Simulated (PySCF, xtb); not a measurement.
H4S2Sn, SMILES [SH][SnH2][SH].

xtb with GFN2-xTB at its own geometry gives an orbital gap of 2.81 eV and a dipole moment of 0.05 D.

The structure is a stationary point at B3LYP-D3(BJ)/def2-SVP. The def2 effective core potentials stand for the cores of Sn; spin–orbit coupling is left out. One conformer was computed; it need not be the lowest.

### Question
What does PBE/def2-TZVPD (PySCF) give? (An estimate is asked for; the answer gives what the named calculation found.)

### Answer
gap 3.94 eV (levels -6.19 and -2.24 eV), dipole 0.77 D.
